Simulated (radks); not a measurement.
Q: Successive ionisation energies (eV) of one element, from differences of total energies of ions in their ground configurations, starting at charge 0: 10.888, 19.548, 28.992, 40.716, 51.649, 75.893, 88.667, 150.77, 174.52, 199.10, 224.48, 250.62. Calculated with a radial shooting solver on a logarithmic mesh with Libxc functionals: Dirac Kohn-Sham, LDA (Slater exchange, Perdew-Wang correlation), spin-unpolarised, spherical densities, finite nucleus; open shells fill j = l - 1/2 first; Fermi nuclear charge, rms radius 4.75 fm. Which element is it?

A: Iodine (Z = 53). The first species listed is I in [Kr] 4d10 5s2 5p5, the last I11+ in [Kr] 4d6.
